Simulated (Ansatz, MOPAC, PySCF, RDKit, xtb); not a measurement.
Noncovalent pair: stibine (SMILES [SbH3]) (first 4 atoms) with C2H4 (SMILES C=C); geometry from B3LYP-D3(BJ)/def2-TZVP, rigid monomers moved along the line of their centres of mass till Sb1···C6 is 3.27 Å.
(charge 0, multiplicity 1):
```xyz
10

Sb     0.61260    -0.14057     0.64658
H      1.19549     0.48732    -0.84522
H      1.97673     0.46651     1.48445
H     -0.28028     1.28753     0.95197
C     -0.03948     0.54314     3.90143
C     -0.19300    -0.76542     3.75638
H      0.92549     0.98242     4.12275
H     -0.87150     1.22891     3.79801
H     -1.15699    -1.20519     3.53150
H      0.63956    -1.45109     3.85754
```

| level | interaction energy (kcal/mol) | cost |
|---|---|---|
| UFF | 1.64 | - |
| GFN-FF | -2.44 | - |
| AM1 | 0.83 | - |
| PM3 | 1.19 | - |
| PM6 | 4.43 | - |
| PM7 | 3.81 | - |
| GFN1-xTB | -3.32 | - |
| GFN2-xTB | -1.64 | - |
| HF/STO-3G (no counterpoise) | 3.34 | - |
| HF/3-21G (no counterpoise) | 1.51 | - |
| HF/def2-SVPD | 3.91 | - |
| HF/def2-TZVPPD | 3.75 | - |
| PBE/def2-TZVPPD | 0.54 | ×1 |
| PBE-D3(BJ)/def2-TZVPPD | -1.44 | ×1 |
| PBE-D4/def2-TZVPPD | -1.51 | ×1 |
| r2SCAN/def2-TZVPPD | -0.29 | ×2 |
| r2SCAN-D3(BJ)/def2-TZVPPD | -0.97 | ×2 |
| r2SCAN-D4/def2-TZVPPD | -0.85 | ×2 |
| B3LYP/3-21G (no counterpoise) | 0.07 | - |
| B3LYP/def2-TZVPPD | 2.28 | ×1 |
| B3LYP-D3(BJ)/def2-TZVPPD | -1.34 | ×1 |
| B3LYP-D4/def2-TZVPPD | -1.02 | ×1 |
| PBE0/def2-TZVPPD | 0.44 | ×1 |
| PBE0-D3(BJ)/def2-TZVPPD | -1.50 | ×1 |
| PBE0-D4/def2-TZVPPD | -1.39 | ×1 |
| wB97X-V/def2-TZVPPD | -0.72 | ×3 |
| wB97M-V/def2-TZVPPD | -1.00 | ×3 |
| MP2/def2-SVPD | 0.19 | - |
| MP2/def2-TZVPPD | -0.69 | - |
| MP2/CBS(def2-SVPD, def2-TZVPPD) | -0.99 | - |
| SCS-MP2/def2-SVPD | 1.12 | - |
| SCS-MP2/def2-TZVPPD | 0.35 | - |
| CCSD/def2-SVPD | 1.39 | - |
| CCSD/def2-TZVPPD | 0.66 | - |
| CCSD(T)/def2-SVPD | 0.89 | ×3 |
| CCSD(T)/def2-TZVPPD | 0.04 | ×200* |
| CCSD(T)/CBS(def2-SVPD, def2-TZVPPD) | -0.25 | ×200* |

The rows run from -3.32 (GFN1-xTB) to 4.43 kcal/mol (PM6). In def2-TZVPPD the value moves HF 3.75, MP2 -0.69, CCSD 0.66, CCSD(T) 0.04, a shift of -3.71 from HF to CCSD(T). From def2-SVPD to def2-TZVPPD CCSD(T) changes by -0.85. The dispersion term adds -1.99 in PBE-D3(BJ), -2.06 in PBE-D4, -0.68 in r2SCAN-D3(BJ). The 6 functionals in def2-TZVPPD without D3 or D4 span 3.27, from wB97M-V to B3LYP.

Interaction energies are E(AB) − E(A) − E(B) at the monomers' geometry in the complex; basis-set methods are counterpoise corrected. Rows marked so take none. RDKit's UFF carries no charges.

Correlated levels freeze the cores. Filled d and f shells under p-block atoms count as core. CBS(a, b) extrapolates the correlation energy as X⁻³ and adds the Hartree–Fock energy of set b. Rows in 3-21G, STO-3G carry no dispersion term and start afresh at each structure; the Pople sets are all-electron and without relativity. The state reached by AM1, PM3, PM6, PM7 isn't checked; PM7 holds dispersion and hydrogen-bond terms.

Programs: Ansatz (Gaussian orbitals); MOPAC for AM1, PM3, PM6, PM7 (differences of heats of formation); PySCF for 3-21G rows, STO-3G rows, the dispersion terms; RDKit for the force fields; xtb for the GFN methods.  In def2 rows elements past Kr take small-core potentials, without spin–orbit coupling.

Costs are rough ratios of core time to PBE/def2-TZVPPD (about 7 s over the structures, on one shared machine); a dash marks a level with no comparable run of its own. A star marks coupled-cluster runs past 200 virtual orbitals, where the program's memory plan changes under this machine's limit, so their costs aren't comparable with smaller runs.

Ansatz is a program for electronic structure.
